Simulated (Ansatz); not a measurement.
`[InH3]` + `[CH3]`• → `[InH2]`• + CH₄ at 600 K and 1 bar (hydrogen abstraction from the In–H bond).

Gas-phase electronic energies from Ansatz, PBE0-D4/def2-TZVP geometries. CCSD(T)/CBS adds triple-zeta CCSD(T) − MP2 to the extrapolated MP2 energy (def2 sets, frozen cores). This one scheme is used for every species. No spin–orbit coupling; open shells (•) take unrestricted orbitals. Elements past krypton have def2 core potentials. For In outer-core shells are correlated without core-valence functions, which leaves a few kJ/mol of doubt a bond.

```json
{"species": "`[InH3]`", "CCSD(T)/CBS energy (Eh)": "-191.56739", "H − E (kJ/mol)": "71.1", "S (J/(mol·K))": "266.1"}
{"species": "`[CH3]`•", "CCSD(T)/CBS energy (Eh)": "-39.78218", "H − E (kJ/mol)": "101.9", "S (J/(mol·K))": "224.9"}
{"species": "`[InH2]`•", "CCSD(T)/CBS energy (Eh)": "-190.94488", "H − E (kJ/mol)": "46.4", "S (J/(mol·K))": "263.2"}
{"species": "CH₄", "CCSD(T)/CBS energy (Eh)": "-40.46206", "H − E (kJ/mol)": "140.4", "S (J/(mol·K))": "215.7"}
```

H − E and S are ideal-gas, rigid-rotor, harmonic terms from PBE0-D4/def2-TZVP, with the whole ground term of open shells counted as degenerate. 1 Eh = 2625.50 kJ/mol, R = 8.31446 J/(mol·K).

Q: By hand: ΔE, ΔH, ΔS and ΔG.

A: ΔE = (-190.94488) + (-40.46206) − (-191.56739) − (-39.78218) = -0.05737 Eh = -150.6 kJ/mol. Δ(H − E) = 46.4 + 140.4 − 71.1 − 101.9 = 13.8, so ΔH = -136.8 kJ/mol. ΔS = 263.2 + 215.7 − 266.1 − 224.9 = -12.1 J/(mol·K). ΔG = -136.8 − 600 × (-12.1)/1000 = -129.5 kJ/mol.

Q: By hand: the equilibrium constant, and the temperature at which ΔG would vanish if ΔH and ΔS stayed fixed.

A: log₁₀ K = −ΔG/(RT ln 10) = 11.3. ΔG = 0 at ΔH/ΔS = 11306 K, far beyond where these terms or the molecules hold.

The number of gas molecules stays the same, so ΔS is small and ΔH decides. A doubt of 5 kJ/mol in ΔE shifts log₁₀ K by 0.4 here. These are equilibria of isolated gas molecules and say nothing of rates. Largest T1 diagnostic: 0.018 (customary marks: 0.02 for closed shells, 0.045 for open ones).
